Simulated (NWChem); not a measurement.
System meant: dimethyl telluride (C2H6Te); SMILES C[Te]C

NWChem input:

```
start job
memory heap 200 mb stack 900 mb global 1100 mb
geometry units angstroms noautoz
  C      1.533244    -0.597969     0.992065
  Te     0.014990     0.170592    -0.326282
  C     -1.619948    -0.399891     0.952500
  H      1.399076    -1.678451     1.130851
  H      2.505244    -0.410163     0.516176
  H      1.493900    -0.076430     1.957091
  H     -1.625185    -1.488367     1.093919
  H     -2.548748    -0.093560     0.452466
  H     -1.539677     0.114981     1.918478
end
basis spherical
  C library def2-svp
  Te library def2-svp
  H library def2-svp
end
ecp
  Te library def2-ecp
end
dft
  odft
  mult 2
  xc pbe0
  iterations 150
  mulliken
end
task dft energy
```

End of the output:

```
 ==============================================================================
                                 internuclear angles
 ------------------------------------------------------------------------------
        center 1       |       center 2       |       center 3       |  degrees
 ------------------------------------------------------------------------------
    2 Te               |   1 C                |   4 H                |   110.05
    2 Te               |   1 C                |   5 H                |   107.33
    2 Te               |   1 C                |   6 H                |   110.07
    4 H                |   1 C                |   5 H                |   109.34
    4 H                |   1 C                |   6 H                |   110.62
    5 H                |   1 C                |   6 H                |   109.36
    1 C                |   2 Te               |   3 C                |    94.43
    2 Te               |   3 C                |   7 H                |   110.05
    2 Te               |   3 C                |   8 H                |   107.33
    2 Te               |   3 C                |   9 H                |   110.07
    7 H                |   3 C                |   8 H                |   109.34
    7 H                |   3 C                |   9 H                |   110.62
    8 H                |   3 C                |   9 H                |   109.36
 ------------------------------------------------------------------------------
                            number of included internuclear angles:         13
 ==============================================================================

 Summary of "ao basis" -> "" (spherical)
 ------------------------------------------------------------------------------
       Tag                 Description            Shells   Functions and Types
 ---------------- ------------------------------  ------  ---------------------
 C                          def2-svp                 6       14   3s2p1d
 Te                         def2-svp                10       26   4s4p2d
 H                          def2-svp                 3        5   2s1p

                                 NWChem DFT Module
                                 -----------------

 Summary of "ao basis" -> "ao basis" (spherical)
 ------------------------------------------------------------------------------
       Tag                 Description            Shells   Functions and Types
 ---------------- ------------------------------  ------  ---------------------
 C                          def2-svp                 6       14   3s2p1d
 Te                         def2-svp                10       26   4s4p2d
 H                          def2-svp                 3        5   2s1p

      Symmetry analysis of basis
      --------------------------

        a'         47
        a"         37

  number of electrons :                   42
  multiplicity        :                    2
 ------------------------------------------------------------------------
  no. of electrons and multiplicity not compatible                  42
 ------------------------------------------------------------------------
 ------------------------------------------------------------------------
  current input line :
    29: task dft energy
 ------------------------------------------------------------------------
 ------------------------------------------------------------------------
 There is an error in the input file
 ------------------------------------------------------------------------
 For more information see the NWChem manual at https://nwchemgit.github.io

0: no. of electrons and multiplicity not compatible:Received an Error in Communication
```

Q: Find the fault in this run and fix the input.

A: The input was rejected before any calculation. Cause: the multiplicity doesn't fit the number of electrons (an even count wants an odd multiplicity, and the reverse). This input runs:
```
start job
memory heap 200 mb stack 900 mb global 1100 mb
geometry units angstroms noautoz
  C      1.533244    -0.597969     0.992065
  Te     0.014990     0.170592    -0.326282
  C     -1.619948    -0.399891     0.952500
  H      1.399076    -1.678451     1.130851
  H      2.505244    -0.410163     0.516176
  H      1.493900    -0.076430     1.957091
  H     -1.625185    -1.488367     1.093919
  H     -2.548748    -0.093560     0.452466
  H     -1.539677     0.114981     1.918478
end
basis spherical
  * library def2-svp
end
ecp
  Te library def2-ecp
end
dft
  xc pbe0
  iterations 150
  mulliken
end
task dft energy
```
It converges to -347.67668 Ha (PBE0/def2-SVP with def2 effective core potentials on Te).
